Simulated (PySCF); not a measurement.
Removing the step error of a finite difference

System: H6OSeSi2, singlet, at a GFN2-xTB geometry. Level: PySCF with PBE0/6-31G, polarisability. Sums are taken with unrounded values, so a last digit can differ.

Second differences of the energy in a field along z gave a polarisability along z of 66.043 bohr³ at step 0.005 and 66.173 bohr³ at step 0.02 (atomic units).

Question: Extrapolate to zero step.

Answer: The leading error of a symmetric difference goes as h², so A(h) = A0 + c h². Then c = (66.173 - (66.043))/(0.02² - 0.005²) = 345 (atomic units) and A0 = 66.043 - c × 0.005² = 66.035 bohr³. The analytic value from the same program and level is 66.035 bohr³: the smaller step missed it by 0.009, the extrapolation by 0.000.
